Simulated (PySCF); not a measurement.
# Dipole response of S+ (sulfur, charge +1)

[Ne] 3s2 3p3, high-spin 4S determinant. All numbers are calculated (PySCF 2.14, the non-relativistic Hamiltonian (point nucleus), in aug-cc-pV(T+d)Z with one added diffuse shell each of s, p, d, f type (7s6p5d3f, 71 functions)). Coupled (time-dependent) response in atomic units; α is the mean over directions.

```json
{"method": "UHF", "mean α (bohr³)": "10.93", "C₆ (like pair)": "53.80", "S(−4)": "34.55"}
{"method": "PBE", "mean α (bohr³)": "11.03", "C₆ (like pair)": "54.45", "S(−4)": "34.14"}
{"method": "PBE0", "mean α (bohr³)": "10.89", "C₆ (like pair)": "53.61", "S(−4)": "33.10"}
{"method": "BLYP", "mean α (bohr³)": "11.06", "C₆ (like pair)": "54.60", "S(−4)": "34.37"}
{"method": "M06-L", "mean α (bohr³)": "10.35", "C₆ (like pair)": "51.08", "S(−4)": "27.90"}
```

S(−4) is the Cauchy moment in α(ω) = α(0) + S(−4) ω² + …

α(iu) at M06-L:

| u (hartree) | α(iu) (bohr³) |
| --- | --- |
| 0 | 10.35 |
| 0.0500 | 10.28 |
| 0.100 | 10.08 |
| 0.200 | 9.351 |
| 0.300 | 8.367 |
| 0.500 | 6.310 |
| 0.750 | 4.318 |
| 1.00 | 3.029 |
| 1.50 | 1.676 |
| 2.00 | 1.059 |
| 3.00 | 0.5439 |
| 5.00 | 0.2387 |

A single London oscillator, α(iu) = α/(1 + u²/ω²), gives C₆ = (3/4) ω α². Matching the computed C₆ needs ω = 4 × 51.08 / (3 × 10.35²) = 0.636 hartree.

For an ion, C₆ is the dispersion term alone; charge-induced terms of lower order in 1/R come first.
